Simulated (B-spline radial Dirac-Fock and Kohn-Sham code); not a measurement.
## Elastic scattering of 200 eV electrons by neutral barium

Method: relativistic (Dirac) partial waves in the static field of the Dirac-Fock atom with Furness-McCarthy exchange, without polarisation or absorption potentials. Computed with a radial finite-basis atomic code. Below a few hundred eV the neglected polarisation potential matters, most of all at small angles.

```
θ (°)  dσ/dΩ (Å²/sr)  Sherman function
    0           98.3             0.000
    1           96.3             0.000
    2           90.5             0.000
    3           81.7             0.000
    5           60.0             0.000
    7           39.4            -0.001
   10           18.6            -0.002
   15           5.17            -0.006
   20           1.64            -0.011
   25          0.793            -0.004
   30          0.738             0.015
   40          0.705             0.035
   50          0.253             0.062
   60        0.00446            -0.276
   70          0.166            -0.057
   80          0.355            -0.018
   90          0.275            -0.002
  100         0.0678             0.007
  110         0.0174            -0.247
  120          0.141            -0.067
  130          0.214            -0.048
  140          0.121            -0.054
  150         0.0192            -0.079
  160          0.112             0.015
  170          0.353             0.005
  180          0.483             0.000
```

**Question.** What integrated cross sections go with this distribution?

**Answer.** The total elastic cross section is 8.79 Å², the first transport cross section 2.07 Å² and the second, weighted with (3/2) sin²θ, 2.65 Å². The mean deflection is ⟨1 − cos θ⟩ = 0.236, and 8.5 % of the collisions scatter beyond 90°.

On this grid of angles the cross section has minima near 60°, 110°, 150°, from interference among the few low partial waves with large phase shifts.
